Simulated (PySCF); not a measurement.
Al(OH)3 (AlH3O3), SMILES [OH][Al]([OH])[OH]. Atoms are numbered in the order given.

```xyz
7

Al     0.0000     0.0000     0.0000
O      0.1519     1.6901     0.0000
H      0.9946     2.1510     0.0000
O      1.3877    -0.9766     0.0000
H      1.3655    -1.9368     0.0000
O     -1.5396    -0.7135     0.0000
H     -2.3601    -0.2142     0.0000
```

The structure is a stationary point at r2SCAN-D4/def2-SVP. The isomer is the one that the SMILES or the coordinates give; other isomers of the formula were not compared. Other conformers were not sampled.

These are r2SCAN/def2-TZVPD (PySCF) values and carry that method's errors.

The molecule is in vacuum.

```yaml
total_energy: -470.06630 hartree
point_group: C3h
highest_occupied_level: -7.76 eV
lowest_empty_level: -1.13 eV
orbital_gap: 6.63 eV
dipole_moment: 0.00 D
quadrupole, principal values (traceless, Buckingham form, about the centre of nuclear charge): -0.03, -0.03, 0.07 D·Å
mean_static_polarisability: 36.8 bohr³ (5.45 Å³)
polarisability_principal_values: 33.0, 38.7, 38.7 bohr³
```
